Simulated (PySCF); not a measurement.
# What a mistake does to a calculation on B3H5N anion

Calculated results; nothing here was measured. The program is PySCF 2.14.0, an open-source quantum chemistry code, run on an isolated molecule that a program drew, which may never have been made. The molecule is B3H5N anion (charge -1, singlet), drawn as the SMILES string `B[BH2-]B=N`.

Each row is a Hartree-Fock (HF) and frozen-core CCSD(T) single point in the aug-cc-pVDZ basis, meant for a local HF minimum. Run 1 is clean. Each other run has one planted mistake out of seven kinds, and not every kind appears here: one electron removed, one electron added, multiplicity raised by two, geometry at a saddle point, minimal basis STO-3G, one bond length entered in bohr, all coordinates scaled. The reference is restricted for singlets and unrestricted otherwise, and also for a bond in bohr. Adding or removing an electron swaps singlet and doublet. Electrons count all cores. HOMO and LUMO are orbital energies over both spins, the gradient is its largest component, and the lowest frequency (negative if imaginary) is given only where the gradient is small. Bond lengths are over the 8 bonds as drawn. T1 is the CCSD diagnostic: over 0.02 (restricted) or 0.045 (unrestricted) a single reference is doubtful.

Geometry of the clean run:
```xyz
9
B3H5N anion, angstrom
B     0.7567    0.4361   -1.8112
B     1.0492   -0.5661   -0.4534
B    -0.0435    0.0182    0.7345
N    -0.8528    0.4656    1.5847
H    -0.0882    0.2043   -2.6655
H     1.3209    1.5037   -2.0101
H     0.7705   -1.7582   -0.6475
H     2.1908   -0.4474    0.0144
H    -1.4558    0.7611    2.2994
```

```
run,electrons,basis functions,<S^2>,HOMO (eV),LUMO (eV),gradient (hartree/bohr),lowest frequency (cm^-1),mean bond (Å),longest bond (Å),T1,HF (hartree),CCSD(T) (hartree),mistake
1,28,137,0.000,-4.89,3.64,1.7e-05,119,1.3241,1.717,0.0164,-131.41391,-131.94014,no fault
2,28,25,0.000,-1.66,13.35,8.2e-02,-,1.3241,1.717,0.0192,-129.61941,-129.85463,minimal basis STO-3G
3,28,137,0.000,-4.72,3.63,7.9e-02,-,1.2420,1.610,0.0154,-131.38046,-131.89880,?
4,28,137,0.427,-3.74,3.57,2.1e-02,-,1.4602,2.313,0.0565,-131.30927,-131.84236,?
```

**Which mistake was planted in run 3, and what did it cost?**

The mean and the longest bond both change by the same factor, 0.938, and the gradient is no longer small. So the mistake is: all coordinates scaled. Subtracting run 1 and multiplying by 627.51 kcal/mol a hartree, the energy moved by 21.0 kcal/mol in HF and 25.9 kcal/mol in CCSD(T).

**Which mistake was planted in run 4, and what did it cost?**

The mean bond changes by a factor of 1.103 and the longest by 1.347, so the molecule wasn't scaled as a whole. A length L in bohr read as angstrom grows by (1/0.5292 - 1) L = 0.890 L. The 8 bonds together grew by 8 x 0.1361 = 1.089 Å, which gives L = 1.224 Å. That is the length of one of the B-H bonds, 1.224 Å in the clean geometry. So the mistake is: one bond length entered in bohr. Subtracting run 1 and multiplying by 627.51 kcal/mol a hartree, the energy moved by 65.7 kcal/mol in HF and 61.4 kcal/mol in CCSD(T).

Cautions from the logs. Run 4: T1 is over the limit, so its CCSD(T) energy is less reliable.
